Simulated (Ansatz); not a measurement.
## One elementary step

Start structure (SnNH₇, singlet), relaxed at PBE0-D4/def2-TZVP:

Sn1  (-1.000, -1.078, -0.201)
H2  (0.536, -1.802, -0.333)
H3  (-2.161, -2.329, -0.435)
H4  (-1.274, -0.438, 1.353)
H5  (-1.270, 0.076, -1.424)
H6  (1.756, 0.960, 0.962)
N7  (1.104, 1.190, 0.222)
H8  (0.662, 2.066, 0.473)
H9  (1.646, 1.356, -0.617)
(Å)

The step: SnH₄ + NH₃ → SnNH₅ ([NH2][SnH3]) + H₂; bonds formed: Sn1–N7, H2–H6; bonds broken: Sn1–H2, H6–N7. Program: Ansatz 0.2.0. Basis: def2-TZVPP and def2-QZVPP. Cores are frozen in the correlated methods. Filled d shells of the heavier atoms are correlated. Core potentials replace the inner electrons of the atoms past krypton. The def2 sets are not built for correlating such inner shells, so the correlated values are less sure here. Extrapolation: Hartree–Fock as exp(−7.88 √X), correlation as X^−2.97. Energies below are by CCSD(T) at an estimated basis limit (MP2 extrapolated from triple and quadruple zeta, plus CCSD(T) − MP2 in triple zeta).

Problem. What are the electronic barrier and the energy of the step, from the start structure to the end structure? (An estimate is asked for; the value comes from the calculation.)

Solution. Computed: Barrier 193.0 kJ/mol; step energy 37.4 kJ/mol (uphill); reverse barrier, their difference, 155.6 kJ/mol. Barrier and step energy count from the start structure, the reverse barrier from the end structure.

The saddle point: One imaginary mode of 1464i cm⁻¹.
```json
{"pair": "Sn1–N7", "start (Å)": "3.12", "saddle (Å)": "2.18", "end (Å)": "2.03"}
{"pair": "H2–H6", "start (Å)": "3.29", "saddle (Å)": "1.10", "end (Å)": "0.75"}
{"pair": "Sn1–H2", "start (Å)": "1.70", "saddle (Å)": "2.22", "end (Å)": "4.45"}
{"pair": "H6–N7", "start (Å)": "1.01", "saddle (Å)": "1.24", "end (Å)": "2.62"}
```

Zero-point energy (harmonic, PBE0-D4): ZPE is 164.9 kJ/mol at the start and 152.9 kJ/mol at the saddle, so the barrier goes from 193.0 to 181.1 kJ/mol.

No T1 diagnostic of these runs exceeds 0.014.

Labels in which every atom is bracketed show which atoms are joined, not bond orders.

For scale, one of the runs: CCSD(T)/def2-TZVPP, 179 basis functions, launched by `ansatz run in.yaml --threads 2 --pin off --events-out ev --progress --plain --max-ram 4352MiB`. The run took 24 s on 2 CPU threads (shared host), with 1.9 GiB of host memory at its peak.
